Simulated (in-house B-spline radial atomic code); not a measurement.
Values are calculated unless marked as measured or tabulated.
## Making a Troullier-Martins s channel for Cu, r_c = 0.54 bohr

Cu, [Ar] 3d10 4s1, non-relativistic PBE, spherical and spin-unpolarised, from an all-electron radial atomic-structure program (B-spline basis) (atomic units). The all-electron 3s level is ε = -4.077251 hartree, its outermost node lies just inside 0.30 bohr and its outer maximum at 0.62 bohr.

Inside r_c the pseudo-orbital is u(r) = r^1 exp(p(r)), with p = c0 + c2 r² + c4 r⁴ + … + c12 r¹². The seven coefficients follow from p and its first four derivatives at r_c, from zero curvature of the screened potential at the origin, c4 = −c2²/(2l + 5), and from the norm inside r_c. At r_c the all-electron orbital has P = 1.253768, P' = 1.604962, the screened potential V = -13.56639, V' = 52.81011, V'' = -256.4005, and the norm inside is Q = 0.2409088.

(1) What are p, p' and p'' at r_c?

For a trial c2 the five matching conditions are linear in c0, c6, c8, c10 and c12, and c2 is varied until the norm inside r_c equals Q. The root nearest zero gives:

```json
{"n": "0", "c_n": "0.6591152"}
{"n": "2", "c_n": "-1.661405"}
{"n": "4", "c_n": "-0.5520532"}
{"n": "6", "c_n": "287.0384"}
{"n": "8", "c_n": "-1838.492"}
{"n": "10", "c_n": "4315.2"}
{"n": "12", "c_n": "-3590.915"}
```

(2) Check c4 and p(r_c), and find the screened pseudopotential at the origin.

Orbitals and screened potentials:

| r (bohr) | P | u | V all-electron | V pseudo |
| --- | --- | --- | --- | --- |
| 0.054 | 0.1952 | 0.1039 | -438.7 | -9.012 |
| 0.135 | -0.6375 | 0.2535 | -136.8 | -7.46 |
| 0.216 | -0.5431 | 0.3943 | -69.13 | -1.835 |
| 0.297 | 0.03627 | 0.5495 | -41.38 | 5.008 |
| 0.378 | 0.6244 | 0.7672 | -27.01 | 3.549 |
| 0.459 | 1.037 | 1.046 | -18.84 | -9.737 |
| 0.54 | 1.254 | 1.254 | -13.57 | -13.57 |

Logarithmic derivatives P'/P at R = 0.84 bohr, for energies E around ε:

```json
{"E − ε (hartree)": "-0.5", "all-electron": "-0.953291", "pseudo": "-0.954138"}
{"E − ε (hartree)": "-0.25", "all-electron": "-1.22386", "pseudo": "-1.22408"}
{"E − ε (hartree)": "-0.1", "all-electron": "-1.39593", "pseudo": "-1.39595"}
{"E − ε (hartree)": "0", "all-electron": "-1.51506", "pseudo": "-1.51504"}
{"E − ε (hartree)": "0.1", "all-electron": "-1.63795", "pseudo": "-1.63797"}
{"E − ε (hartree)": "0.25", "all-electron": "-1.82979", "pseudo": "-1.83007"}
{"E − ε (hartree)": "0.5", "all-electron": "-2.17154", "pseudo": "-2.17288"}
```

(3) With P(R) = 1.081806 and a norm of 0.7078965 inside R, what slope in energy does norm conservation fix?

Results:

(1) p = ln(P/r_c^1) = ln(1.253768/0.54) = 0.84234. p' = P'/P − 1/r_c = 1.28011 − 1.85185 = -0.57174. The radial equation gives p'' = 2(V − ε) − 2(1) p'/r_c − p'² = -18.97828 − (-2.11756) − 0.32689 = -17.18761. Differentiating, p''' = 2V' + 2(1)p'/r_c² − 2(1)p''/r_c − 2p'p'' = 145.7, and p'''' = 2V'' − 4(1)p'/r_c³ + 4(1)p''/r_c² − 2(1)p'''/r_c − 2p''² − 2p'p''' = -1697.9.

(2) −c2²/5 = -0.552053, as listed. The terms c_n r_c^n are 0.65912, -0.48447, -0.04694, 7.11709, -13.29266, 9.09785, -2.20765, which sum to 0.84234. Inverting the radial equation, V_l(r) = ε + 1 p'/r + (p'' + p'²)/2, so V_l(0) = ε + (2l + 3) c2 = -4.077251 + 3 × (-1.6614) = -9.0615 hartree, finite where the all-electron potential diverges.

(3) d(P'/P)/dE = −2 × (norm inside R)/P(R)² = -1.2098 per hartree·bohr at E = ε, for both atoms, since orbital and norm agree at R. Differences over ±0.1 hartree give -1.2101 (all-electron) and -1.2101 (pseudo), which also hold third-order terms. Half a hartree below ε the two curves differ by -0.0008.
